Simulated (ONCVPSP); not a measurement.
# Building the ONCV potential for titanium (Ti) (PBE, scalar-relativistic).

```
Element                 : Ti (Z = 22)
Generator               : ONCVPSP 4.0.1
Type                    : optimised norm-conserving Vanderbilt (ONCV)
Functional              : PBE
Relativity              : scalar-relativistic
Frozen core             : [Ne]
Valence charge          : 12
Reference configuration : 3s2 3p6 3d3 4s1
Partial waves           : 3s+4s: rc 1.90 bohr, ncon 5, nbas 9, qcut 6.4 1/bohr, 2 projectors; 3p: rc 1.70 bohr, ncon 5, nbas 8, qcut 8.9 1/bohr, 3 projectors, debl 1.6 Ha; 3d: rc 2.00 bohr, ncon 4, nbas 9, qcut 6.3 1/bohr, 2 projectors, debl 3.4 Ha
Local potential         : polynomial inside 1.35 bohr (lpopt 4, dvloc0 2 Ha)
Core correction         : Teter function, fcfact 4.25, rcfact 1.7
```

Poles of the logarithmic derivatives, all-electron (AE) and pseudo (PS). s: poles at -2.0, 3.9 (AE) and -2.0, 3.8 (PS) Ha. p: poles at -0.8 (AE) and -0.8 (PS) Ha. d: poles at 0.3, 4.3 (AE) and 0.3, 4.4 (PS) Ha. Test radii: s 1.93, p 1.73, d 2.03 bohr.

- Cutoffs needed: 20 Ha and 37 Ha (the cutoffs (Ha) at which the residual kinetic energy of the hardest occupied pseudo-wave falls to 1 and 0.1 mHa per electron) The cutoffs count occupied waves only; projector 2 of the d channel, the hardest unoccupied one, needs 67 Ha at the loose tolerance.
- Ghost test: no bound ghost flagged; no localised positive-energy state flagged
- Configuration tests: 1 of 4 tests not solved or not reliable
- rms error of d²Exc/dni dnj: 2.18 mHa without and 2.89 mHa with the model core
